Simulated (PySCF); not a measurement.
Compound: C7H18N2Si.
Numbering: `[CH2:1]=[C:2]([CH3:3])[CH2:4][N:5]([CH3:6])[SiH2:7][N:8]([CH3:9])[CH3:10]` (hydrogens: H11, H12 on C1; H13, H14, H15 on C3; H16, H17 on C4; H18, H19, H20 on C6; H21, H22 on Si7; H23, H24, H25 on C9; H26, H27, H28 on C10)

Method used: PySCF, PBE0-D3(BJ)/def2-SVP geometry optimisation, gas phase.

Question: List the bond lengths, angles and torsions at this level.

Answer: 
```json
{"bond": "C1=C2", "length (Å)": "1.337", "order": "double"}
{"bond": "C2–C3", "length (Å)": "1.497", "order": "single"}
{"bond": "C2–C4", "length (Å)": "1.511", "order": "single"}
{"bond": "C4–N5", "length (Å)": "1.449", "order": "single"}
{"bond": "N5–C6", "length (Å)": "1.442", "order": "single"}
{"bond": "N5–Si7", "length (Å)": "1.737", "order": "single"}
{"bond": "Si7–N8", "length (Å)": "1.731", "order": "single"}
{"bond": "N8–C9, N8–C10", "length (Å)": "1.440", "order": "single"}
{"bond": "C1–H11", "length (Å)": "1.093", "order": "single"}
{"bond": "C1–H12", "length (Å)": "1.094", "order": "single"}
{"bond": "C3–H13, C3–H14, C3–H15", "length (Å)": "1.101", "order": "single"}
{"bond": "C4–H16, C4–H17", "length (Å)": "1.107", "order": "single"}
{"bond": "C6–H18, C6–H19, C6–H20", "length (Å)": "1.105", "order": "single"}
{"bond": "Si7–H21, Si7–H22", "length (Å)": "1.500", "order": "single"}
{"bond": "C9–H23, C10–H27", "length (Å)": "1.109", "order": "single"}
{"bond": "C9–H24 and 3 like bonds", "length (Å)": "1.103", "order": "single"}
```

Bonds in one row agree within 0.01 Å and their mean is given. Orders are formal, as drawn. A selection of angles:
```json
{"angle": "C2–C1–H11", "degrees": "121.6"}
{"angle": "C2–C1–H12", "degrees": "121.2"}
{"angle": "H11–C1–H12", "degrees": "117.2"}
{"angle": "C1–C2–C3", "degrees": "122.9"}
{"angle": "C1–C2–C4", "degrees": "121.0"}
{"angle": "C3–C2–C4", "degrees": "116.0"}
{"angle": "C2–C3–H13", "degrees": "110.4"}
{"angle": "C2–C3–H14", "degrees": "111.9"}
{"angle": "H13–C3–H14", "degrees": "108.7"}
{"angle": "H13–C3–H15", "degrees": "106.3"}
{"angle": "C2–C4–N5", "degrees": "113.6"}
{"angle": "C2–C4–H16", "degrees": "108.1"}
{"angle": "C2–C4–H17", "degrees": "108.7"}
{"angle": "N5–C4–H16", "degrees": "107.7"}
{"angle": "N5–C4–H17", "degrees": "111.4"}
{"angle": "H16–C4–H17", "degrees": "107.0"}
{"angle": "C4–N5–C6", "degrees": "114.7"}
{"angle": "C4–N5–Si7", "degrees": "119.2"}
{"angle": "C6–N5–Si7", "degrees": "122.5"}
{"angle": "N5–C6–H18", "degrees": "112.7"}
{"angle": "N5–C6–H19", "degrees": "110.2"}
{"angle": "N5–C6–H20", "degrees": "111.4"}
{"angle": "H18–C6–H19", "degrees": "107.7"}
{"angle": "N5–Si7–N8", "degrees": "110.6"}
{"angle": "N5–Si7–H21", "degrees": "103.8"}
{"angle": "N5–Si7–H22", "degrees": "114.9"}
{"angle": "N8–Si7–H21", "degrees": "114.7"}
{"angle": "N8–Si7–H22", "degrees": "103.7"}
{"angle": "H21–Si7–H22", "degrees": "109.5"}
{"angle": "Si7–N8–C9", "degrees": "124.0"}
{"angle": "Si7–N8–C10", "degrees": "120.6"}
{"angle": "C9–N8–C10", "degrees": "114.4"}
{"angle": "N8–C9–H23", "degrees": "112.5"}
{"angle": "H23–C9–H24", "degrees": "107.6"}
```

Dihedral angles: C1–C2–C4–N5 -126° (anticlinal); C2–C4–N5–C6 63° (synclinal); C4–N5–Si7–N8 56° (synclinal); N5–Si7–N8–C9 -130° (anticlinal). The mirror-image conformer, all signs reversed, is as good.

Si7 (SiH2 silicon) is distorted tetrahedral (angles from 103.7° to 114.9°). The 3 C–C bonds span 1.337 Å (C1=C2, drawn double) to 1.511 Å (C2–C4, drawn single), a spread of 0.174 Å. Of the pairs four or more bonds apart, C2···H20 is among the closest relative to their van der Waals radii: 2.69 Å, 93 % of the sum of Bondi's values. N5 (silicon-bound nitrogen) is almost planar (angles 122.5°, 119.2° and 114.7°, sum 356.4°, 0.17 Å off the plane of its three neighbours). N8 (silicon-bound nitrogen) is almost planar (angles 124.0°, 120.6° and 114.4°, sum 359.0°, 0.09 Å off the plane of its three neighbours).

Point group: C1 (no symmetry element, even within 0.4 Å). No PBE0-D3(BJ)/def2-SVP frequencies stand behind this structure, so it isn't proved a minimum. The numbers are those of one conformer.
